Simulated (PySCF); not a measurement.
# `C/C(=C/F)CS(=O)(=O)[O-]`: 4 charge schemes on one density

Species: C₄H₆FO₃S (charge -1).
Z-matrix (Å and degrees, GFN2-xTB geometry), rows numbered from 1:
```
C 
C   1  1.4953
C   2  1.3277  1  120.43
F   3  1.3647  2  123.13  1   178.15
C   2  1.4635  1  115.41  3  -175.50
S   5  1.8727  2  105.92  1    65.13
O   6  1.4644  5  104.51  2   -78.70
O   6  1.4547  5  106.00  2    41.53
O   6  1.4582  5  103.41  2   162.40
H   1  1.0915  2  110.19  3  -110.02
H   1  1.0878  2  111.83  3    11.45
H   1  1.0907  2  107.20  3   132.61
H   3  1.0798  2  126.01  1    -1.32
H   5  1.0834  2  114.17  1  -178.53
H   5  1.0843  2  114.15  1   -47.85
```

Density: PBE0/pcSseg-1 (PySCF); schemes: Mulliken, IAO, Hirshfeld and ESP-fitted. Isolated species at its GFN2-xTB geometry (one conformer only). The pcSseg-1 basis has no diffuse functions, a weakness for an anion.

Task: At which atom do the 4 schemes differ most?

Result: At S6: from +0.452 (Hirshfeld) to +2.187 e (IAO), 1.735 e apart.

Task: Do the Mulliken, IAO, Hirshfeld and ESP-fitted schemes agree on where the charge is highest?

Result: All schemes agree: Mulliken S6 (+1.137); IAO S6 (+2.187); Hirshfeld S6 (+0.452); ESP-fitted S6 (+1.288).

Task: What partial charge does each atom carry?

Result: In e:

```
atom                      environment  Mulliken     IAO  Hirshfeld  ESP-fitted
  C1                   allylic carbon    -0.143  -0.427     -0.135      -0.679
  C2  fully substituted alkene carbon    -0.460  -0.011     -0.022      +0.172
  C3               vinylic C–F carbon    +0.297  +0.083     -0.005      -0.149
  F4                   vinyl fluorine    -0.317  -0.302     -0.120      -0.168
  C5       sp3 carbon bound to sulfur    -0.250  -0.497     -0.116      -0.445
  S6                  sulfonyl sulfur    +1.137  +2.187     +0.452      +1.288
  O7               oxygen bonded to S    -0.646  -0.971     -0.397      -0.700
  O8               oxygen bonded to S    -0.622  -0.964     -0.411      -0.647
  O9               oxygen bonded to S    -0.637  -0.969     -0.427      -0.701
 H10                  methyl hydrogen    +0.091  +0.128     +0.028      +0.168
 H11                  methyl hydrogen    +0.079  +0.123     +0.029      +0.155
 H12                  methyl hydrogen    +0.171  +0.184     +0.025      +0.248
 H13                 vinylic hydrogen    +0.055  +0.129     +0.035      +0.160
 H14               methylene hydrogen    +0.122  +0.158     +0.030      +0.149
 H15               methylene hydrogen    +0.123  +0.149     +0.033      +0.149
```

Mean size of the charges over all atoms: IAO 0.486 e, ESP-fitted 0.398 e, Mulliken 0.343 e, Hirshfeld 0.151 e. Each set sums to the total charge, -1, to within 0.001 e. The IAO scheme counts the electrons in orthogonalised intrinsic atomic orbitals, a minimal basis polarised so that it spans the occupied orbitals exactly.

Task: How closely do the schemes follow one another over all atoms?

Result: Correlation coefficient and root-mean-square difference: IAO with Hirshfeld 0.96, 0.535 e; IAO with ESP-fitted 0.96, 0.287 e; Mulliken with IAO 0.94, 0.350 e; Hirshfeld with ESP-fitted 0.94, 0.318 e; Mulliken with Hirshfeld 0.93, 0.259 e; Mulliken with ESP-fitted 0.86, 0.259 e.

Task: How many electrons does the Hirshfeld scheme count on F4?

Result: Z − q = 9 − (-0.120) = 9.120.

The run behind these numbers computed NMR shieldings as well. The run took 29 s of wall time (with the writing of density and orbital grids) on one thread, Arm Neoverse V2 (aarch64) (shared host), and the process peaked at 0.84 GiB of memory.
